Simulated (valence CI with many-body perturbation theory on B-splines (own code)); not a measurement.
# Tb¹⁴⁺: magnetic and hyperfine properties of the levels

Calculated by valence CI with perturbative core correlation (CI+MBPT): five valence electrons over a frozen Dirac-Fock core [Kr] 4d10, radial functions for each j: 7 s, 7 p, 7 d, 7 f, 4 g, 2 h, with the one-electron correlation potential Σ1 (screened to all orders), the two-electron term Σ2, the three-electron term Σ3, Breit, model QED; selected single and double excitations, second order for the rest, scaled by the run's own slope (own B-spline code, finite nucleus).

No measured levels were compared; by estimate terms of the open shell hold to a few per cent of their energy, and close levels can change places; configurations with another count of f electrons can be misplaced by thousands of cm⁻¹. Core correlation moves these levels by up to 50000 cm⁻¹, and in measured spectra 5 to 20 % of such shifts remained as error; rates that hang on mixing are uncertain with them. Among the levels kept, up to 960 cm⁻¹ of a level comes from second order outside the variational space, and about a tenth of that is noise between levels of different J, which matters for small intervals. The lowest computed level is not the ground level that NIST lists (6H°5/2, for many ions itself from theory).

A/g_I is the dipole constant over the nuclear g factor μ/I (μ in nuclear magnetons, uniformly magnetised nucleus), B/Q the quadrupole constant per barn. Both hold the static response of the core; the bare values leave it out. Large factors of s and p1/2 electrons are usually good to 5 to 10 %; those of open d and f shells near neutrality can be off by tens of per cent, and small factors of p3/2, d and f electrons come from cancelling terms and can be off by a factor of two or in sign, in half-filled shells by more. B is blank for J = 1/2, where it vanishes, and for nearly pure S terms. Energies count from the lowest level.

Names give the largest LS component (configuration and term), which can be under half, so a name can repeat, a term be missing and a line seem to break the LS rules; names also repeat where a configuration has a term twice.

| Level | E (cm⁻¹) | g | A/g_I (MHz) | A/g_I bare | B/Q (MHz/b) | B/Q bare |
| --- | --- | --- | --- | --- | --- | --- |
| 4f⁴5s ⁶I_7/2 | 0.0 | 0.451 | -14500 | -13800 | -735 | -598 |
| 4f⁴5s ⁶I_9/2 | 2411 | 0.830 | -1120 | -1050 | -648 | -539 |
| 4f⁴5s ⁶I_11/2 | 5268 | 1.034 | 4470 | 4350 | -637 | -540 |
| 4f⁴5s ⁶I_13/2 | 8409 | 1.155 | 7140 | 6950 | -669 | -577 |
| 4f⁴5s ⁶I_15/2 | 11706 | 1.233 | 8560 | 8360 | -732 | -637 |
| 4f⁴5s ⁶I_17/2 | 15075 | 1.286 | 9390 | 9190 | -820 | -717 |
| 4f³5s² ⁴I°_9/2 | 19934 | 0.738 | 1620 | 1460 | 724 | 627 |
| 4f⁴5s ⁴I_9/2 | 20798 | 0.741 | 7260 | 6670 | -863 | -709 |
| 4f⁴5s ⁶F_1/2 | 22659 | -0.631 | -45200 | -43300 |  |  |
| 4f⁴5s ⁶F_3/2 | 23167 | 1.061 | 4730 | 4690 | 9.00 | 5.82 |
| 4f⁴5s ⁶F_5/2 | 24243 | 1.312 | 12900 | 12500 | 118 | 92.9 |
| 4f⁴5s ⁴I_11/2 | 25180 | 0.958 | -341 | -199 | -745 | -627 |
| 4f³5s² ⁴I°_11/2 | 25594 | 0.967 | 1240 | 1290 | 769 | 646 |
| 4f⁴5s ⁶F_7/2 | 26018 | 1.379 | 13500 | 13100 | 118 | 84.0 |
| 4f⁴5s ⁶S_5/2 | 26788 | 1.958 | 28900 | 28000 |  |  |
| 4f⁴5s ⁶F_9/2 | 27999 | 1.404 | 14100 | 13600 | 129 | 88.7 |
| 4f⁴5s ⁴I_13/2 | 29421 | 1.083 | -3800 | -3290 | -619 | -536 |
| 4f⁴5s ⁶F_11/2 | 30802 | 1.434 | 13800 | 13400 | 772 | 614 |
| 4f³5s² ⁴I°_13/2 | 31216 | 1.104 | 1020 | 1200 | 880 | 724 |
| 4f⁴5s ⁶G_3/2 | 31601 | 0.044 | -26400 | -25400 | -102 | -77.1 |
| 4f⁴5s ⁶G_5/2 | 32647 | 0.846 | -1950 | -1790 | -122 | -94.4 |
| 4f⁴5s ⁶G_7/2 | 33181 | 1.014 | -373 | -151 | -247 | -206 |
| 4f⁴5s ⁴K_11/2 | 33353 | 0.783 | -9650 | -9040 | 188 | 168 |
| 4f⁴5s ⁴I_15/2 | 33543 | 1.162 | -4950 | -4290 | -495 | -447 |
| 4f⁴5s ⁴K_13/2 | 34995 | 0.965 | 1200 | 1240 | 424 | 350 |
| 4f⁴5s ⁶G_9/2 | 35115 | 1.190 | 10800 | 10400 | 86.6 | 64.0 |
| 4f³5s² ⁴I°_15/2 | 36728 | 1.194 | 894 | 1160 | 1030 | 838 |
| 4f⁴5s ⁴K_15/2 | 37066 | 1.081 | 5640 | 5490 | 581 | 466 |
| 4f⁴5s ⁴H_7/2 | 37067 | 0.868 | -4440 | -4090 | -859 | -710 |
| 4f⁴5s ⁶G_11/2 | 38870 | 1.300 | 11900 | 11600 | 268 | 203 |
| 4f⁴5s ⁴K_17/2 | 39409 | 1.142 | 9270 | 8940 | 921 | 738 |
| 4f⁴5s ⁴H_9/2 | 40499 | 1.106 | 9070 | 8710 | -861 | -718 |
| 4f⁴5s ⁴G_5/2 | 40537 | 0.707 | -10100 | -9540 | -659 | -548 |
| 4f⁵ ⁶H°_5/2 | 41345 | 0.312 | 2560 | 1780 | -1410 | -1140 |
| 4f⁴5s ⁴F_3/2 | 41699 | 0.465 | 16300 | 15000 | 552 | 462 |
| 4f³5s² ⁴F°_3/2 | 41700 | 0.468 | 1880 | 1420 | -490 | -413 |
| 4f⁴5s ⁴L_13/2 | 42114 | 0.853 | -1680 | -1550 | 906 | 762 |
| 4f⁴5s ⁴D_5/2 | 42933 | 1.160 | 10000 | 9670 | 655 | 556 |
| 4f⁴5s ⁶G_13/2 | 43044 | 1.365 | 11900 | 11500 | -11.0 | -40.8 |
| 4f⁴5s ⁴S_3/2 | 43394 | 1.571 | -10300 | -8850 | 28.2 | 24.5 |

Task: Take the isotope of mass number 159, with I = 3/2, μ = 2.009 μN and Q = 1.432 b. What is the hyperfine structure of 4f⁴5s ⁶I_11/2?

Result: From the table A = 5990 MHz, B = -912 MHz. Shifts from the centre of gravity in MHz: F = 4: -58800, F = 5: -28200, F = 6: 7840, F = 7: 49200.
